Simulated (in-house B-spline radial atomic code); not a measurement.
# RPA and G0W0 on PBE: the arsenic ion As⁵⁺

Configuration [Ar] 3d10, mean-field start PBE. Computed with a B-spline radial code for spherical atoms: all electrons, non-relativistic, point nucleus, each spin shell either full or empty, empty states to l = 9 with an (l + 1/2)⁻⁴ tail; G0W0 by contour deformation at full frequency.

Command:
```bash
python run_gw.py task.json out
```
Settings (radii: box in bohr, nucleus in fm):
```
Z                        33
electrons                28
configuration            [Ar] 3d10
hamiltonian              nr
method                   pbe,pbe
lmax                     9
spin_polarised           False
box_radius               10.43
intervals                50
```

Cost of the run: 1.9 s on 1 thread of Arm Neoverse N1, on a shared host.

Energies (hartree):

| term | value |
| --- | --- |
| mean-field total | -2229.32488 |
| Hartree-Fock functional on these orbitals | -2228.23392 |
| direct second order | -2.445 |
| second-order exchange | 0.70588 |
| SOSEX correction | 0.65048 |

Task: What is the RPA correlation energy, and what remains with SOSEX?

Result: RPA gives -2.1199 hartree (-2.06 eV per electron); RPA + SOSEX gives -1.4694, and the second-order doubles -1.7391 hartree (no singles). SOSEX takes back 31 % of the RPA value.

Quasi-particle levels (eV):

| level | occupied | mean field | Σx - vxc | Σc | QP weight | G0W0 |
| --- | --- | --- | --- | --- | --- | --- |
| 3d | yes | -107.89 | -17.08 | ? | ? | ? |
| 4s | no | -68.99 | 8.40 | -1.43 | 0.990 | -62.03 |

G0W0 = mean field + (Σx - vxc) + Σc, with Σc (partial-wave tail included) taken at the quasi-particle energy. Only the outer levels were computed. Levels of low weight are left out.

Task: Where does G0W0 put 3d?

Result: At -122.39 eV, with Σc = 2.58 eV and a quasi-particle weight of 0.950. The tabulated removal energy is 121.19 ± 0.06 eV (NIST, measured); the calculation leaves out relativity, Breit and QED terms, and what these don't explain is the method's own error.
